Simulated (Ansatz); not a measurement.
Reaction (substitution at a C–Te bond): `SC[TeH]` + `C=N` → `C=NCS` + H₂Te

Calculated with Ansatz (gas phase, PBE0-D4/def2-TZVP geometries, no zero-point term in ΔE). CBS: MP2 limit from def2 TZ/QZ plus the TZ coupled-cluster correction, frozen cores. This one scheme is used for every species. Functionals use def2-TZVPP. B3LYP here is the variant with VWN-RPA as its local correlation; programs differ in this. Elements past krypton have def2 core potentials. For Te outer-core shells are correlated without core-valence functions, which leaves a few kJ/mol of doubt a bond. One conformer a species, not always the lowest.

Task: Is it downhill or uphill in electronic energy at CCSD(T)/CBS, and by how much? (Estimate.)

Result: The calculation gave: Uphill: ΔE = +16.5 kJ/mol.

Task: What do these levels give: revPBE-D4, BLYP-D4, B3LYP-D4, r2SCAN0-D4, BHLYP-D4, ωB97M-V, LC-ωPBE, MP2/def2-TZVPP, CCSD/def2-TZVPP, CCSD(T)/def2-TZVPP, HF/def2-QZVPP, SCS-MP2/def2-QZVPP? (Best estimate.)

Result: Ansatz gave: revPBE-D4 8.4, BLYP-D4 9.6, B3LYP-D4 8.1, r2SCAN0-D4 5.2, BHLYP-D4 7.7, ωB97M-V 7.7, LC-ωPBE 3.8, MP2/def2-TZVPP 14.3, CCSD/def2-TZVPP 7.8, CCSD(T)/def2-TZVPP 9.1, HF/def2-QZVPP 1.7, SCS-MP2/def2-QZVPP 16.6 kJ/mol.

Task: What do rigid-rotor, harmonic-oscillator terms from PBE0-D4/def2-TZVP frequencies (298.15 K, 1 bar) make of the CCSD(T)/CBS value? (An estimate is asked.)

Result: Computed: ΔZPE = -8.0 kJ/mol, ΔH = +8.2 kJ/mol, ΔS = -15 J/(mol·K), ΔG = +12.7 kJ/mol.

Largest T1 diagnostic among the species: 0.012.

In def2-TZVPP, CCSD(T) changes the Hartree–Fock value by +7.8 kJ/mol (the triples alone add +1.2 kJ/mol) and MP2 by +13.1 kJ/mol. From BLYP to BHLYP (50 % exact exchange), in def2-TZVPP and without D4, ΔE moves by −4.2 kJ/mol.
